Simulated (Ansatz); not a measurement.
Species: C₃H₂F, charge -1, multiplicity 1. It need not be the lowest isomer of its formula. Whether it binds its extra electron was not tested at this geometry. 
Coordinates optimised at B3LYP-D3(BJ)/def2-TZVP (Ansatz, a program for electronic structure):
```xyz
6

C     -1.8351    -0.2727    -0.0715
C     -0.5077    -0.2413    -0.0945
C      0.7780    -0.4126    -0.2075
F      1.5809     0.6811     0.2625
H     -2.4429     0.0926    -0.9001
H     -2.3960    -0.6631     0.7784
```
Charge -1, spin multiplicity 1.

Parts of the frozen-core correlation energy in cc-pVTZ (Ansatz, hartree). Frozen orbitals: 4; correlated occupied orbitals by spin: 11 and 11; virtual: 133 and 133. No spin-orbit coupling. Non-relativistic.

| term | value |
|---|---|
| reference (HF) | -214.14835 |
| MP2 opposite-spin | -0.54327 |
| MP2 same-spin | -0.18192 |
| CCSD correlation | -0.74285 |
| (T) | -0.03467 |
| T1 diagnostic | 0.019 |
| largest doubles amplitude | 0.073 |
